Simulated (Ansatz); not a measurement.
Stepwise reaction of stibine with water, as a gas-phase model of exchange steps in deposition or etching. ΔE in kJ/mol; ΔG adds harmonic PBE0-D4 terms to CCSD(T)/CBS, at 1 bar.

Gas-phase electronic energies from Ansatz, PBE0-D4/def2-TZVP geometries. CCSD(T)/CBS adds triple-zeta CCSD(T) − MP2 to the extrapolated MP2 energy (def2 sets, frozen cores). This one scheme is used for every species. Functionals use def2-TZVPP. B3LYP here is the variant with VWN-RPA as its local correlation; programs differ in this. def2 core potentials past Kr. For Sb outer-core shells are correlated without core-valence functions, which leaves a few kJ/mol of doubt a bond. Each species was taken in one conformer, which may not be the lowest.

```json
{"step": "2", "reaction": "`[OH][SbH2]` + H₂O → `[OH][SbH][OH]` + H₂", "PBE-D4": "-13.5", "B3LYP-D4": "-11.4", "ωB97M-V": "-7.8", "CCSD(T)/CBS": "-10.9", "ΔG(600 K)": "-4.0"}
```

Question: Give the row of step 1, `[SbH3]` + H₂O → `[OH][SbH2]` + H₂. (Estimate.)

Answer: Ansatz gave: 
```
step                            reaction  PBE-D4  B3LYP-D4  ωB97M-V  CCSD(T)/CBS  ΔG(600 K)
   1  `[SbH3]` + H₂O → `[OH][SbH2]` + H₂    25.6      25.3     29.8         27.5       25.0
```

Question: By hand: ΔE of the 2 steps together at CCSD(T)/CBS.

Answer: (27.5) + (-10.9) = 16.6 kJ/mol, or 8.3 kJ/mol a step.

In ΔE each step is lower than the one before. ΔG lies between -4.0 and 25.0 kJ/mol a step. PBE-D4 differs from CCSD(T)/CBS by -2.6 to -1.9 kJ/mol a step. Isolated molecules leave out the surface, adducts and barriers. Largest T1 diagnostic: 0.015.
